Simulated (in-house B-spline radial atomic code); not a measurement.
A fraction x of an electron is moved 4f → 5d in Ce III (Ce2+), starting from [Xe] 4f2 and keeping the highest spin. All numbers are computed (scalar-relativistic (X2C) SCAN, spin-polarised, spherical fractional occupations; Fermi nucleus of rms radius 4.8771 fm) with a B-spline radial code for spherical atoms, not measured.

| x | E(x) - E(0) (eV) | 4f up level (eV) | 5d up level (eV) |
| --- | --- | --- | --- |
| 0 | 0.0000 | -12.993 | - |
| 0.125 | 0.0098 | -13.584 | -13.333 |
| 0.25 | 0.0635 | -14.188 | -13.577 |
| 0.375 | 0.1634 | -14.807 | -13.816 |
| 0.5 | 0.3118 | -15.439 | -14.052 |
| 0.625 | ? | ? | ? |
| 0.75 | 0.7623 | -16.746 | -14.519 |
| 0.875 | ? | ? | ? |
| 1 | 1.4298 | -18.104 | -14.981 |

Q: What belongs in the row x = 0.625?

A: An energy change of 0.5108 eV; 4f up at -16.086 eV, 5d up at -14.287 eV.

Q: What belongs in the row x = 0.875?

A: An energy change of 1.0680 eV; 4f up at -17.419 eV, 5d up at -14.751 eV.

Q: Check Janak's theorem between x = 0.125 and 0.25.

A: The slope of the energy is 0.43 eV; the orbital levels give 0.43 eV (ε of the receiving orbital less ε of the emptying one, averaged over the two points).
